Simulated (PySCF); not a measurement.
# MgHg: one state, many levels of theory

State: ¹Σ⁺ (singlet), closed shell. Set-up: PySCF, scalar-relativistic core potentials, basis sets Mg def2-SVP, Hg def2-SVP with ECP60. De refers to Mg + Hg in their ground configurations, without counterpoise correction. A positive dipole means Mg(−)Hg(+). Levels whose curve was spin-contaminated or gave no clean fit are not listed.

| Level | Re (Å) | ωe (cm⁻¹) | De (eV) | μ (D) |
| --- | --- | --- | --- | --- |
| RHF-MP2 | 3.869 | 37.0 | 0.059 | n/a |
| RHF-CCSD(T) | 4.148 | 29.8 | 0.039 | n/a |
| PBE | 3.491 | 59.0 | 0.074 | -0.05 |
| BP86 | 3.533 | 52.2 | 0.034 | -0.05 |
| r²SCAN | 3.496 | 54.4 | 0.070 | -0.01 |
| PBE0 | 3.618 | 49.7 | 0.053 | 0.00 |
| HSE06 | 3.561 | 54.5 | 0.063 | -0.03 |
| M06-2X | 3.875 | 46.8 | 0.048 | -0.13 |

**Question.** Which functional lies closest to RHF-CCSD(T) in De, which farthest, and by how much do they differ from it?

**Answer.** Closest is BP86 (-61.5 pm in Re, +75.2 % in ωe, -0.00 eV in De against RHF-CCSD(T) in the same basis), farthest PBE (-65.7 pm in Re, +98.0 % in ωe, +0.03 eV in De). CCSD(T) converges more slowly with the basis than the functionals do and binds too weakly in this one, so the order can change at the basis-set limit.

**Question.** What does the step from GGA to meta-GGA do here, going from PBE to r²SCAN?

**Answer.** r²SCAN less PBE: +0.5 pm in Re, -7.8 % in ωe, -0.00 eV in De. 

Correlated steps freeze 1 core orbital. Closed-shell solutions of metal pairs were not tested for spin polarisation, which can lower them a little. The bond is weak. Basis-set superposition, not corrected here, can be much of De in a small basis, most of all at correlated wavefunction levels. Functionals without a dispersion term scatter widely for such bonds, and LDA overbinds them. Spin–orbit coupling is left out.
